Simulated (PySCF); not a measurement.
PySCF 2.14 output of an unrestricted BHandHLYP calculation on a single atom or ion in x2c-TZVPPall with one added diffuse shell each of s, p, d, f type (7s6p5d3f1g, 80 functions), with the spin-free X2C one-electron Hamiltonian (Gaussian nucleus):

```
SCF conv_tol = 1e-09
number electrons alpha = 15  beta = 10
    A. D. Becke.,  J. Chem. Phys. 98, 1372 (1993)
    Defined through Gaussian implementation.
cycle= 1 E= -1272.12191389338  delta_E= -0.00562  |g|= 0.0238  |ddm|= 0.0842
cycle= 2 E= -1272.12204131379  delta_E= -0.000127  |g|= 0.018  |ddm|= 0.0263
cycle= 3 E= -1272.12210500067  delta_E= -6.37e-05  |g|= 0.00388  |ddm|= 0.00763
cycle= 4 E= -1272.12211117307  delta_E= -6.17e-06  |g|= 0.000393  |ddm|= 0.00487
cycle= 5 E= -1272.12211147873  delta_E= -3.06e-07  |g|= 9.19e-05  |ddm|= 0.0013
cycle= 6 E= -1272.12211149947  delta_E= -2.07e-08  |g|= 2.29e-05  |ddm|= 0.000346
cycle= 7 E= -1272.12211150067  delta_E= -1.2e-09  |g|= 2.62e-06  |ddm|= 9.39e-05
cycle= 8 E= -1272.12211150068  delta_E= -8.64e-12  |g|= 2.24e-07  |ddm|= 7.77e-06
converged SCF energy = -1272.12211150068  <S^2> = 8.7533555  2S+1 = 6.0011184
```

The run itself started from symmetry-adapted Hartree-Fock orbitals and held the occupation by maximum overlap, on a logarithmic radial grid, so the iterations belong to that start.

Problem. Which element, charge and spin multiplicity is this?

Solution. Fe⁺ (iron, charge +1), multiplicity 6; the state was [Ar] 3d6 4p1, one real determinant (an excited configuration).

⟨L²⟩ = 8.01 against 12 for a pure F term, so this real determinant mixes terms.
